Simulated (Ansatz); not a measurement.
Ansatz (an electronic-structure program) input (B3LYP/6-31G* with LANL2DZ past Ar): The .json file joins the Basis Set Exchange's 6-31G* for atoms up to Ar and LANL2DZ past it.

Ansatz 0.2 input:
```yaml
crystal:
  periodic: [false, false, false]
  atoms:
    - {symbol: C, position_ang: [-2.35733600, -0.22792400, -0.20758300]}
    - {symbol: C, position_ang: [-1.49206900, 0.95175700, 0.19954600]}
    - {symbol: N, position_ang: [-0.07212000, 0.78311000, -0.06787000]}
    - {symbol: C, position_ang: [0.69002500, 1.97299800, 0.26300400]}
    - {symbol: Ge, position_ang: [0.80601400, -0.86589900, -0.01302100]}
    - {symbol: H, position_ang: [-2.22725000, -0.46604200, -1.26369700]}
    - {symbol: H, position_ang: [-3.40750300, 0.01225800, -0.03571800]}
    - {symbol: H, position_ang: [-2.12219100, -1.12100000, 0.37409200]}
    - {symbol: H, position_ang: [-1.82313800, 1.84611900, -0.34455800]}
    - {symbol: H, position_ang: [-1.65216500, 1.17376300, 1.26622400]}
    - {symbol: H, position_ang: [1.74906900, 1.81776400, 0.06195400]}
    - {symbol: H, position_ang: [0.34854500, 2.81495500, -0.34997100]}
    - {symbol: H, position_ang: [0.57499600, 2.26450000, 1.31594700]}
    - {symbol: H, position_ang: [0.04644800, -1.79268300, -1.00917100]}
    - {symbol: H, position_ang: [2.18184400, -0.50364100, -0.65312500]}
basis:
  gaussian:
    orbitals: 6-31Gs+LANL2DZ.json
hamiltonian:
  xc: {name: B3LYP}
magnetization: {spin_polarized: true, initial_magnetization: 1}
relax: {f_tol: 0.003, max_steps: 120}
```

From the output:

```
relax step   3: F+E_penalty+E_count = -4865.60474292 eV  Δ(F+E_penalty+E_count) = -1.101e-3 eV  max|allowed force component| = 3.718e-2 eV/Å  Δτ_max = 0.0092 Å  (29 SCF iters, accepted)
these checks for a lower state are left out or cut short: starts, cluster_reference, orbital_swaps, neighbouring_geometries, increment
integrals: 0.05 GiB planned
1142 factors; integrals over basis functions are off by at most 4.0e-4 eV
mean field: 0.52 GiB planned
mean field evaluation 32: about -4865.5812 eV, gradient 2.5e-1 eV
mean field -4865.60483744 eV, -178.8076797504 hartree, gradient 1.2e-5 eV, S^2 0.753402; 0 other end points of the search recorded, 0 dependent functions left out
the calculation of the forces begins
reference -4865.60507725 eV, -178.8076885632 hartree; 20, 19 occupied and 68, 69 virtual orbitals, 1142 factors
relax step   4: F+E_penalty+E_count = -4865.60483744 eV  Δ(F+E_penalty+E_count) = -9.451e-5 eV  max|allowed force component| = 7.193e-3 eV/Å  Δτ_max = 0.0024 Å  (28 SCF iters, accepted)
these checks for a lower state are left out or cut short: starts, cluster_reference, orbital_swaps, neighbouring_geometries, increment
integrals: 0.05 GiB planned
1142 factors; integrals over basis functions are off by at most 4.0e-4 eV
mean field: 0.52 GiB planned
mean field -4865.60483777 eV, -178.8076797625 hartree, gradient 5.5e-5 eV, S^2 0.753406; 0 other end points of the search recorded, 0 dependent functions left out
the calculation of the forces begins
reference -4865.60507757 eV, -178.8076885751 hartree; 20, 19 occupied and 68, 69 virtual orbitals, 1142 factors
relax step   5: F+E_penalty+E_count = -4865.60483777 eV  Δ(F+E_penalty+E_count) = -3.307e-7 eV  max|allowed force component| = 4.542e-3 eV/Å  Δτ_max = 0.0029 Å  (23 SCF iters, accepted)
these checks for a lower state are left out or cut short: starts, cluster_reference, orbital_swaps, neighbouring_geometries, increment
integrals: 0.05 GiB planned
1142 factors; integrals over basis functions are off by at most 4.0e-4 eV
mean field: 0.52 GiB planned
mean field -4865.60484357 eV, -178.8076799756 hartree, gradient 3.0e-5 eV, S^2 0.753411; 0 other end points of the search recorded, 0 dependent functions left out
the calculation of the forces begins
reference -4865.60508336 eV, -178.8076887878 hartree; 20, 19 occupied and 68, 69 virtual orbitals, 1142 factors
relax step   6: F+E_penalty+E_count = -4865.60484357 eV  Δ(F+E_penalty+E_count) = -5.798e-6 eV  max|allowed force component| = 7.702e-4 eV/Å  Δτ_max = 0.0019 Å  (22 SCF iters, accepted)
integrals: 0.05 GiB planned
1142 factors; integrals over basis functions are off by at most 4.0e-4 eV
mean field: 0.52 GiB planned
mean field evaluation 64: about -4865.6048 eV, gradient 6.5e-5 eV
mean field -4865.60484357 eV, -178.8076799756 hartree, gradient 3.0e-5 eV, S^2 0.753411; 1 other end points of the search recorded, 0 dependent functions left out
the calculation of the forces begins
reference -4865.60508336 eV, -178.8076887878 hartree; 20, 19 occupied and 68, 69 virtual orbitals, 1142 factors
Total energy: -4865.60508336 eV, -178.8076887878 hartree
Atom 0 at    -2.369567    -0.228659    -0.207518 Å, force    -0.000636     0.000301    -0.000337 eV/Å
Atom 1 at    -1.493427     0.949954     0.205250 Å, force    -0.000036    -0.000495     0.000360 eV/Å
Atom 2 at    -0.067032     0.778478    -0.057261 Å, force    -0.000322    -0.000556    -0.000231 eV/Å
Atom 3 at     0.692597     1.978332     0.265407 Å, force     0.000745     0.000224     0.000118 eV/Å
Atom 4 at     0.823646    -0.881101    -0.002610 Å, force     0.000528     0.000770     0.000313 eV/Å
Atom 5 at    -2.236012    -0.470617    -1.266450 Å, force     0.000108    -0.000066    -0.000131 eV/Å
Atom 6 at    -3.422565     0.024141    -0.042465 Å, force     0.000114    -0.000137    -0.000023 eV/Å
Atom 7 at    -2.149904    -1.127409     0.379598 Å, force     0.000158     0.000260     0.000145 eV/Å
Atom 8 at    -1.819071     1.847726    -0.344542 Å, force    -0.000094    -0.000130    -0.000123 eV/Å
Atom 9 at    -1.659309     1.176279     1.274082 Å, force    -0.000002     0.000294     0.000034 eV/Å
Atom 10 at     1.755555     1.826887     0.060318 Å, force    -0.000069    -0.000176    -0.000029 eV/Å
Atom 11 at     0.343339     2.816573    -0.355672 Å, force    -0.000237    -0.000199     0.000111 eV/Å
Atom 12 at     0.579652     2.279262     1.320074 Å, force    -0.000097    -0.000126     0.000004 eV/Å
Atom 13 at     0.069680    -1.802092    -1.024124 Å, force    -0.000434     0.000092    -0.000065 eV/Å
Atom 14 at     2.195586    -0.507718    -0.668033 Å, force     0.000274    -0.000056    -0.000147 eV/Å
Dipole moment:    -0.213224     0.275779     0.138132 e Å
```

The geometry given is a B3LYP-D3(BJ)/def2-TZVP minimum.
